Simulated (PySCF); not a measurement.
H5GaOSi (SMILES [SiH3][O][GaH2]), singlet, geometry from GFN2-xTB (such geometries of metal compounds can be far from the true shape). Base run: PySCF with M062X/6-31G, TDA.

Input for PySCF:
```python
from pyscf import gto, scf, dft, tdscf

mol = gto.Mole()
mol.atom = '''
    Ga   -0.187646    0.213614    1.189501
    H    -1.597964    0.694745    1.605508
    H     1.008287   -0.019575    2.142998
    O     0.074018   -0.091166   -0.490519
    Si    0.330367   -0.373704   -2.086782
    H     1.101518    0.765573   -2.589745
    H    -0.987342   -0.470237   -2.717900
    H     1.075243   -1.631369   -2.176304
'''
mol.basis = '6-31g'
mol.charge = 0
mol.spin = 0
mol.verbose = 4
mol.build()

mf = dft.RKS(mol)
mf.xc = 'm062x'
mf.kernel()
td = mf.TDA()
td.nstates = 5
td.kernel()
td.analyze()
```

Each row names what was changed in the base input (with any setting that the change needs).

```json
[
 {"change": "base", "first excitation (eV)": "5.07", "oscillator strength of the first": "0.000", "second (eV)": "6.75", "core-seconds (rough)": "50"},
 {"change": "functional = blyp", "first excitation (eV)": "4.34", "oscillator strength of the first": "0.000", "second (eV)": "5.70", "core-seconds (rough)": "10"},
 {"change": "functional = b3lyp", "first excitation (eV)": "___", "oscillator strength of the first": "0.000", "second (eV)": "___", "core-seconds (rough)": "10"},
 {"change": "functional = lc_wpbe", "first excitation (eV)": "___", "oscillator strength of the first": "0.000", "second (eV)": "___", "core-seconds (rough)": "30"},
 {"change": "states = triplets", "first excitation (eV)": "4.80", "oscillator strength of the first": "-", "second (eV)": "5.78", "core-seconds (rough)": "50"},
 {"change": "response = full linear response", "first excitation (eV)": "5.05", "oscillator strength of the first": "0.000", "second (eV)": "6.65", "core-seconds (rough)": "100"},
 {"change": "nstates = 2", "first excitation (eV)": "5.07", "oscillator strength of the first": "0.000", "second (eV)": "6.75", "core-seconds (rough)": "40"},
 {"change": "functional = hf", "first excitation (eV)": "___", "oscillator strength of the first": "0.000", "second (eV)": "___", "core-seconds (rough)": "2"},
 {"change": "conv_tol = 1e-3", "first excitation (eV)": "5.07", "oscillator strength of the first": "0.000", "second (eV)": "6.75", "core-seconds (rough)": "30"},
 {"change": "functional = wb97x", "first excitation (eV)": "5.30", "oscillator strength of the first": "0.000", "second (eV)": "6.93", "core-seconds (rough)": "30"},
 {"change": "functional = pbe", "first excitation (eV)": "4.40", "oscillator strength of the first": "0.000", "second (eV)": "5.74", "core-seconds (rough)": "10"}
]
```

Problem. Some entries are withheld; supply them.

Solution. 
- functional = b3lyp, first excitation (eV): 4.85
- functional = b3lyp, second (eV): 6.25
- functional = lc_wpbe, first excitation (eV): 5.54
- functional = lc_wpbe, second (eV): 7.09
- functional = hf, first excitation (eV): 6.52
- functional = hf, second (eV): 8.22

An iterative solver can miss low states, so a row lists the states that it found.
